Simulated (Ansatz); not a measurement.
C₆H₁₂N₂O⁻, relaxed as a doublet with UKS PBE0-D4/def2-SVPD in Ansatz, starting from the PBE0-D4/def2-SVP geometry of the neutral singlet. Force threshold 0.02 eV/Å.

The highest occupied level of the relaxed charge -1 doublet lies above zero (up to 2.76 eV). By energy differences it is unbound by 0.94 eV (each at its own geometry, against the charge 0 singlet, at PBE-D4/def2-TZVPD) and held by the finite basis.

Start:

```xyz
21

C     0.738   -2.300   -1.004
C    -0.444   -1.995   -0.091
N    -0.413   -0.692    0.531
C     0.579   -0.332    1.451
C     0.756    1.000    1.409
N    -0.120    1.547    0.463
C     0.193    2.744   -0.264
C    -0.734    0.465   -0.272
H     0.650   -3.310   -1.432
H     1.688   -2.243   -0.451
H     0.796   -1.588   -1.841
H    -1.392   -2.064   -0.647
H    -0.506   -2.752    0.709
H     0.986   -1.058    2.153
H     1.342    1.638    2.067
H    -0.709    3.100   -0.782
H     0.993    2.596   -1.020
H     0.517    3.533    0.430
H    -0.322    0.391   -1.309
O    -2.098    0.632   -0.489
H    -2.500    0.690    0.389
```

```
step  energy (eV)  largest force component (eV/Å)  SCF passes
   1  -11422.0094                           0.417          35
   2  -11422.0232                           0.252          38
   3  -11422.0291                           0.071          36
   4  -11422.0300                           0.066          38
   5  -11422.0332                           0.049          39
   6  -11422.0347                           0.063          42
   7  -11422.0354                           0.039          43
   8  -11422.0358                           0.018          44
```

Force components are those of the run's own axes.

End:

```xyz
21

C     0.809   -2.254   -1.014
C    -0.409   -1.990   -0.134
N    -0.451   -0.700    0.508
C     0.483   -0.334    1.483
C     0.682    0.994    1.432
N    -0.144    1.548    0.446
C     0.264    2.694   -0.323
C    -0.821    0.474   -0.245
H     0.771   -3.285   -1.414
H     1.741   -2.142   -0.438
H     0.859   -1.558   -1.866
H    -1.333   -2.101   -0.723
H    -0.456   -2.761    0.656
H     0.893   -1.074    2.165
H     1.267    1.631    2.089
H    -0.611    3.140   -0.823
H     1.021    2.439   -1.094
H     0.699    3.454    0.344
H    -0.517    0.410   -1.309
O    -2.221    0.662   -0.325
H    -2.525    0.754    0.587
```

By distances, no bond broke or formed. The bond that changes most is C8–O20, from 1.39 to 1.41 Å (atoms count from 1).

No frequencies were taken in this run, so the end may be a saddle point.

It took 2.3 min on 4 threads of Intel Xeon Platinum 8259CL on a shared host, peak host memory 1.6 GiB.
